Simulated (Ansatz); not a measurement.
A run on C2H4BClO, SMILES `ClBC1CO1` with other settings.

```yaml
crystal:
  periodic: [false, false, false]
  atoms:
    - {symbol: Cl, position_ang: [-1.948955, 0.055002, 1.499152]}
    - {symbol: B, position_ang: [-0.492126, 0.845161, 0.971931]}
    - {symbol: C, position_ang: [0.587320, 0.063188, 0.194386]}
    - {symbol: C, position_ang: [0.177870, -0.673344, -1.029274]}
    - {symbol: O, position_ang: [0.522494, -1.365036, 0.130862]}
    - {symbol: H, position_ang: [-0.377771, 2.011170, 1.194630]}
    - {symbol: H, position_ang: [1.604800, 0.451465, 0.174577]}
    - {symbol: H, position_ang: [0.889005, -0.726258, -1.850446]}
    - {symbol: H, position_ang: [-0.874239, -0.707649, -1.302920]}
basis:
  gaussian: {orbitals: 6-31G}
hamiltonian: {xc: {name: B3LYP}}
accuracy: high
output: {forces: true}
```

```sh
$ ansatz run in.yaml --threads 2 --pin off --events-out ev --progress --plain --max-ram 4352MiB
```

It prints (some lines left out):

```
Functional definition: B3LYP
  name "B3LYP"
  cite "Stephens, Devlin, Chabalowski & Frisch, J. Phys. Chem. 98, 11623 (1994) doi:10.1021/j100096a001"
  cite "Becke, Phys. Rev. A 38, 3098 (1988) doi:10.1103/PhysRevA.38.3098"
  cite "Lee, Yang & Parr, Phys. Rev. B 37, 785 (1988) doi:10.1103/PhysRevB.37.785"
  cite "Vosko, Wilk & Nusair, Can. J. Phys. 58, 1200 (1980) doi:10.1139/p80-159"
  parameter a0 = 0.2
  parameter ax = 0.72
  parameter ac = 0.81
  exchange = (1 - a0 - ax)*slater_x + ax*b88_x + a0*exact_x
  correlation = (1 - ac)*vwn_rpa_c + ac*lyp_c
1442 factors; integrals over basis functions are off by at most 4.0e-9 eV
mean field evaluation 1: about -17379.4578 eV, gradient 3.4e1 eV
mean field evaluation 2: about -17377.2153 eV, gradient 4.9e1 eV
mean field evaluation 4: about -17382.0819 eV, gradient 2.5e0 eV
mean field evaluation 8: about -17382.2528 eV, gradient 1.9e-1 eV
mean field evaluation 16: about -17382.2530 eV, gradient 9.9e-6 eV
mean field -17382.25296895 eV, -638.7860144946 hartree, gradient 2.6e-8 eV, S^2 0.000000; 0 other end points of the search recorded, 0 dependent functions left out
the calculation of the forces begins
reference -17382.25300408 eV, -638.7860157858 hartree; 23, 23 occupied and 34, 34 virtual orbitals, 1442 factors
Total energy: -17382.25300408 eV, -638.7860157858 hartree
Atom 0 at    -1.948955     0.055002     1.499152 Å, force    -1.278609    -0.610335     0.492019 eV/Å
Atom 1 at    -0.492126     0.845161     0.971931 Å, force     1.302372     0.811773    -0.350874 eV/Å
Atom 2 at     0.587320     0.063188     0.194386 Å, force     0.296496     2.195675     0.652832 eV/Å
Atom 3 at     0.177870    -0.673344    -1.029274 Å, force    -0.650639     0.516862    -2.300592 eV/Å
Atom 4 at     0.522494    -1.365036     0.130862 Å, force     0.419025    -2.916426     1.641472 eV/Å
Atom 5 at    -0.377771     2.011170     1.194630 Å, force    -0.027794    -0.120344    -0.010694 eV/Å
Atom 6 at     1.604800     0.451465     0.174577 Å, force    -0.020501     0.106369     0.071595 eV/Å
Atom 7 at     0.889005    -0.726258    -1.850446 Å, force    -0.088318     0.017455    -0.079634 eV/Å
Atom 8 at    -0.874239    -0.707649    -1.302920 Å, force     0.047968    -0.001030    -0.116125 eV/Å
Dipole moment:     0.208404     0.366408    -0.403210 e Å
```

It took 4.1 s on 2 threads of an Arm Neoverse V1 on a shared host, with 0.18 GiB of host memory at the peak.
